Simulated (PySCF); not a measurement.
[VBr5]3- by CASSCF and spin-orbit coupling

The complex [VBr5]3- (charge -3) contains V(II), shell d3. The structure is a model geometry with rigid ligands and bond lengths from ionic radii, not a minimum; coordination square pyramidal, point group C4v, metal–donor distances 2.59 Å.

```
6

V     0.0000    0.0000    0.0000
Br    0.0000    0.0000    2.5900
Br    2.5507    0.0000   -0.4497
Br   -2.5507    0.0000   -0.4497
Br    0.0000    2.5507   -0.4497
Br    0.0000   -2.5507   -0.4497
```

Method (PySCF 2.14, density fitting): CASSCF(3,5) with orbitals averaged over all microstates of the shell, strongly contracted NEVPT2 on the averaged canonical orbitals; basis x2c-TZVPall on the metal, x2c-SVPall elsewhere; spin-free X2C; IEF-PCM water; spin-orbit coupling by state interaction with the mean-field operator over all roots.

## Spin-free states

```json
{"2S+1": "4", "deg.": "1", "symmetry": "4B1", "free-ion term": "4F 1.00", "CASSCF / cm⁻¹": "0", "NEVPT2 / cm⁻¹": "0", "f(ED)": "–", "occupations": "1.0 1.0 1.0 0.0 0.0"}
{"2S+1": "4", "deg.": "2", "symmetry": "4E", "free-ion term": "4F 0.98", "CASSCF / cm⁻¹": "3303", "NEVPT2 / cm⁻¹": "3503", "f(ED)": "1.2e-04", "occupations": "0.5 0.5 1.0 0.9 0.1"}
{"2S+1": "4", "deg.": "1", "symmetry": "4A2", "free-ion term": "4F 0.87", "CASSCF / cm⁻¹": "7565", "NEVPT2 / cm⁻¹": "8046", "f(ED)": "0", "occupations": "0.6 0.6 0.5 1.0 0.5"}
{"2S+1": "4", "deg.": "1", "symmetry": "4B2", "free-ion term": "4F 1.00", "CASSCF / cm⁻¹": "7750", "NEVPT2 / cm⁻¹": "9220", "f(ED)": "0", "occupations": "1.0 1.0 0.0 0.0 1.0"}
{"2S+1": "4", "deg.": "2", "symmetry": "4E", "free-ion term": "4F 0.99", "CASSCF / cm⁻¹": "9651", "NEVPT2 / cm⁻¹": "11177", "f(ED)": "3.0e-05", "occupations": "0.5 0.5 0.3 0.7 1.0"}
{"2S+1": "2", "deg.": "1", "symmetry": "2A1", "free-ion term": "2G 0.75", "CASSCF / cm⁻¹": "15219", "NEVPT2 / cm⁻¹": "13448", "f(ED)": "–", "occupations": "1.0 1.0 0.9 0.1 0.0"}
{"2S+1": "2", "deg.": "1", "symmetry": "2B1", "free-ion term": "2G 0.75", "CASSCF / cm⁻¹": "15469", "NEVPT2 / cm⁻¹": "13785", "f(ED)": "–", "occupations": "0.9 0.9 1.0 0.1 0.1"}
{"2S+1": "2", "deg.": "2", "symmetry": "2E", "free-ion term": "2G 0.70", "CASSCF / cm⁻¹": "15851", "NEVPT2 / cm⁻¹": "14248", "f(ED)": "–", "occupations": "0.8 0.8 1.0 0.2 0.1"}
{"2S+1": "2", "deg.": "1", "symmetry": "2A2", "free-ion term": "2G 0.56", "CASSCF / cm⁻¹": "16207", "NEVPT2 / cm⁻¹": "14572", "f(ED)": "–", "occupations": "1.0 1.0 0.9 0.1 0.1"}
{"2S+1": "2", "deg.": "2", "symmetry": "2E", "free-ion term": "2G 0.74", "CASSCF / cm⁻¹": "17708", "NEVPT2 / cm⁻¹": "16103", "f(ED)": "–", "occupations": "0.5 0.5 0.9 0.9 0.1"}
{"2S+1": "2", "deg.": "1", "symmetry": "2A1", "free-ion term": "2G 0.86", "CASSCF / cm⁻¹": "17622", "NEVPT2 / cm⁻¹": "16136", "f(ED)": "–", "occupations": "0.3 0.3 1.3 0.8 0.2"}
{"2S+1": "4", "deg.": "1", "symmetry": "4A2", "free-ion term": "4P 0.87", "CASSCF / cm⁻¹": "18236", "NEVPT2 / cm⁻¹": "16761", "f(ED)": "0", "occupations": "0.5 0.5 0.6 1.0 0.6"}
{"2S+1": "2", "deg.": "1", "symmetry": "2B2", "free-ion term": "2G 0.55", "CASSCF / cm⁻¹": "18691", "NEVPT2 / cm⁻¹": "17189", "f(ED)": "–", "occupations": "0.6 0.6 0.8 0.9 0.1"}
{"2S+1": "2", "deg.": "2", "symmetry": "2E", "free-ion term": "2H 0.51", "CASSCF / cm⁻¹": "19974", "NEVPT2 / cm⁻¹": "17933", "f(ED)": "–", "occupations": "0.9 0.9 0.6 0.5 0.1"}
{"2S+1": "2", "deg.": "1", "symmetry": "2B2", "free-ion term": "2G 0.37", "CASSCF / cm⁻¹": "21393", "NEVPT2 / cm⁻¹": "19620", "f(ED)": "–", "occupations": "0.8 0.8 0.3 0.8 0.3"}
{"2S+1": "4", "deg.": "2", "symmetry": "4E", "free-ion term": "4P 0.97", "CASSCF / cm⁻¹": "21020", "NEVPT2 / cm⁻¹": "19645", "f(ED)": "3.1e-04", "occupations": "0.5 0.5 0.7 0.4 0.9"}
{"2S+1": "2", "deg.": "2", "symmetry": "2E", "free-ion term": "2H 0.47", "CASSCF / cm⁻¹": "22254", "NEVPT2 / cm⁻¹": "20356", "f(ED)": "–", "occupations": "0.6 0.6 1.0 0.6 0.3"}
{"2S+1": "2", "deg.": "1", "symmetry": "2A2", "free-ion term": "2H 0.82", "CASSCF / cm⁻¹": "21677", "NEVPT2 / cm⁻¹": "20485", "f(ED)": "–", "occupations": "0.9 0.9 0.1 0.8 0.3"}
{"2S+1": "2", "deg.": "1", "symmetry": "2B1", "free-ion term": "2D 0.48", "CASSCF / cm⁻¹": "23334", "NEVPT2 / cm⁻¹": "21278", "f(ED)": "–", "occupations": "1.0 1.0 0.1 0.6 0.4"}
{"2S+1": "2", "deg.": "1", "symmetry": "2A1", "free-ion term": "2H 0.51", "CASSCF / cm⁻¹": "24246", "NEVPT2 / cm⁻¹": "22944", "f(ED)": "–", "occupations": "0.7 0.7 0.5 0.3 0.7"}
{"2S+1": "2", "deg.": "1", "symmetry": "2B2", "free-ion term": "2D 0.62", "CASSCF / cm⁻¹": "25037", "NEVPT2 / cm⁻¹": "23110", "f(ED)": "–", "occupations": "0.6 0.6 0.4 0.8 0.6"}
{"2S+1": "2", "deg.": "1", "symmetry": "2A2", "free-ion term": "2P 0.72", "CASSCF / cm⁻¹": "24855", "NEVPT2 / cm⁻¹": "23646", "f(ED)": "–", "occupations": "0.6 0.6 0.5 0.5 0.9"}
{"2S+1": "2", "deg.": "2", "symmetry": "2E", "free-ion term": "2H 0.49", "CASSCF / cm⁻¹": "25297", "NEVPT2 / cm⁻¹": "24374", "f(ED)": "–", "occupations": "0.5 0.5 0.4 0.8 0.8"}
{"2S+1": "2", "deg.": "2", "symmetry": "2E", "free-ion term": "2H 0.75", "CASSCF / cm⁻¹": "26530", "NEVPT2 / cm⁻¹": "26230", "f(ED)": "–", "occupations": "0.5 0.5 0.2 0.8 0.9"}
{"2S+1": "2", "deg.": "1", "symmetry": "2A2", "free-ion term": "2H 0.83", "CASSCF / cm⁻¹": "27366", "NEVPT2 / cm⁻¹": "27152", "f(ED)": "–", "occupations": "0.2 0.2 0.8 0.8 1.0"}
```

Only the lowest 25 spin-free levels are listed. Energies are counted from the ground state at NEVPT2 level. Weights follow the labels. f(ED) is the electric-dipole oscillator strength from the ground state at the fixed geometry, without vibronic coupling; occupations, where given, run over the ligand-field orbitals from the lowest.

## Ligand-field fit

| cm⁻¹ | CASSCF |
| --- | --- |
| B | 876 |
| B, free ion | 965 |
| C | 3280 |
| C, free ion | 3573 |
| rms of the fit | 90 |

```
orbital  CASSCF / cm⁻¹  metal share   main function
      1              0         0.97  degenerate set
      2              0         0.97  degenerate set
      3            451         0.97         xy 1.00
      4           2302         0.92         z2 1.00
      5           8249         0.91      x2-y2 1.00
```

ζ = 136 cm⁻¹, against 174 for the free ion. Spin-orbit coupling on the heavy ligands mixes in, so a single ζ doesn't describe the levels.

## Spin-orbit levels

```
E / cm⁻¹  deg.   make-up    g (S′ = 1/2)
     0.0     2  1.00 4B1  1.97 3.84 3.84
     2.2     2  1.00 4B1  0.00 0.00 5.91
  3405.8     2   1.00 4E  0.26 0.26 3.41
  3477.7     2   1.00 4E  0.42 0.42 0.51
  3545.1     2   1.00 4E  0.25 0.25 4.40
  3609.4     2   1.00 4E  0.34 0.34 8.33
  8048.7     2  1.00 4A2  2.00 3.93 3.93
  8050.2     2  1.00 4A2  0.00 0.00 5.99
  9208.2     2  0.99 4B2  2.03 3.65 3.65
  9221.4     2  1.00 4B2  0.00 0.00 6.09
```

Only the lowest levels are listed: 20 of 120 states.

## Magnetism

The ground multiplet follows a spin Hamiltonian with S = 3/2, g = 1.919, 1.919, 1.970, D = 1.12 cm⁻¹, E/|D| = 0.00 (spin-orbit part alone); the lowest levels hold 100 % of the spin-free ground state. μeff is 3.86 μB at 300 K and 3.74 μB at 10 K; the spin-only value is 3.88 μB.

```csv
T / K,χT / cm³ K mol⁻¹,μeff / μB,"χT along axes a, b, c"
2,1.623,3.60,0.85 2.01 2.01
5,1.729,3.72,1.37 1.91 1.91
10,1.752,3.74,1.59 1.83 1.83
20,1.762,3.75,1.71 1.79 1.79
30,1.767,3.76,1.75 1.78 1.78
50,1.775,3.77,1.78 1.77 1.77
75,1.785,3.78,1.80 1.78 1.78
100,1.794,3.79,1.81 1.78 1.78
150,1.812,3.81,1.83 1.80 1.80
200,1.831,3.83,1.84 1.82 1.82
250,1.849,3.85,1.86 1.85 1.85
300,1.867,3.86,1.87 1.87 1.87
```

Axes in the frame of the coordinates: a = (0.00, 0.00, -1.00); b = (0.12, -0.99, 0.00); c = (0.99, 0.12, 0.00).

Powder magnetisation at 2 K: 0.71 μB at 0.5 T, 1.31 μB at 1 T, 2.08 μB at 2 T, 2.46 μB at 3 T, 2.76 μB at 5 T, 2.85 μB at 7 T.

The geometry is a model, and the complex may not exist in this form.

The job took 120 s on one thread of Arm Neoverse N1 (shared host), with 208 basis functions and a peak of 0.65 GiB, launched as `OMP_NUM_THREADS=1 python lf_run.py task.json out`.
